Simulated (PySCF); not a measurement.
A PySCF script (with the pyscf-properties extension) for the NMR shieldings of SMILES C=C[C@@H](CC)C1=C[SiH2]C1, C8H14Si, on a GFN2-xTB geometry:

```python
import basis_set_exchange as bse
import numpy as np
from pyscf import gto, dft
from pyscf.prop import nmr

atoms = """
C    -0.995783    2.735177    0.961814
C    -0.687586    1.849414    0.034208
C    -0.658632    0.364278    0.255757
C    -1.633099   -0.329226   -0.712197
C    -1.716080   -1.827822   -0.451660
C     0.741404   -0.126975    0.061576
C     1.591069   -0.648938    0.957617
Si    2.994294   -0.876912   -0.274388
C     1.512196   -0.109321   -1.238745
H    -1.003526    3.793740    0.763103
H    -1.256268    2.439145    1.964979
H    -0.429373    2.170647   -0.966376
H    -0.965117    0.148865    1.286181
H    -2.622738    0.118983   -0.592008
H    -1.308312   -0.148976   -1.739172
H    -0.732603   -2.286054   -0.534628
H    -2.382769   -2.303176   -1.168290
H    -2.096355   -2.018597    0.549885
H     1.401079   -0.820881    2.005345
H     4.176654   -0.027507   -0.140028
H     3.358899   -2.240772   -0.658793
H     1.649746    0.892181   -1.643669
H     1.058147   -0.720289   -2.017744
"""
names = dict.fromkeys(["C", "Si", "H"], "pcSseg-1")
basis = {el: gto.basis.parse(bse.get_basis(n, elements=[el], fmt="nwchem")) for el, n in names.items()}
mol = gto.M(atom=atoms, basis=basis, charge=0, verbose=0)
mf = dft.RKS(mol, xc="PBE0")
mf.grids.level = 2
mf.grids.alignment = dft.numint.BLKSIZE   # the property module wants whole blocks of grid points
mf.conv_tol = 1e-9
mf.kernel()

calc = nmr.RKS(mf)   # GIAO
C = mf.mo_coeff
Co = C[:, mf.mo_occ > 0]
resp = mf.gen_response(singlet=True, hermi=2)
def vind(x):   # induced exchange potential for any number of trial vectors
    d = np.einsum("pi,xij,qj->xpq", C, 2 * x.reshape(-1, C.shape[1], Co.shape[1]), Co, optimize=True)
    return np.einsum("xpq,pi,qj->xij", resp(d - d.transpose(0, 2, 1)), C, Co, optimize=True).ravel()
mo1, _ = nmr.rhf.solve_mo1(calc, with_cphf=vind)
sigma = calc.kernel(mo1)
for i, s in enumerate(sigma):   # ppm
    print("%2d %-2s %9.2f" % (i, mol.atom_pure_symbol(i), np.trace(s) / 3))
```

**Question.** Give the expected output.

**Answer.** 
```
 0 C      66.93
 1 C      37.80
 2 C     125.56
 3 C     157.00
 4 C     172.34
 5 C       9.05
 6 C      51.93
 7 Si    400.51
 8 C     172.62
 9 H      26.48
10 H      26.32
11 H      25.41
12 H      28.97
13 H      30.30
14 H      30.04
15 H      30.72
16 H      30.60
17 H      30.93
18 H      25.85
19 H      26.88
20 H      26.86
21 H      29.96
22 H      30.00
```

These numbers come from an equivalent density-fitted implementation of the same equations, which agrees with the script to about 0.01 ppm for H and up to a few tenths of a ppm for heavy atoms, so last digits may differ.

**Question.** Turn these shieldings into chemical shifts. Shifts are taken against calculated references (same method and geometry level): ¹³C (σref 186.93), ²⁹Si (σref 349.16), ¹H (σref 31.72) vs TMS.

**Answer.** Averaging equivalent atoms: C 5: 177.9; C 1: 149.1; C 6: 135.0; C 0: 120.0; C 2: 61.4; C 3: 29.9; C 4: 14.6; C 8: 14.3; Si 7: -51.4; H 11: 6.31; H 18: 5.86; H 10: 5.40; H 9: 5.24; H 20: 4.85; H 19: 4.84; H 12: 2.75; H 21: 1.76; H 22: 1.72; H 14: 1.68; H 13: 1.42; H 15/16/17: 0.97 ppm. 

Size and cost of the density-fitted run: 230 basis functions, 110 s wall time on 1 thread of an Arm Neoverse N1, shared host; peak memory 1.1 GiB.
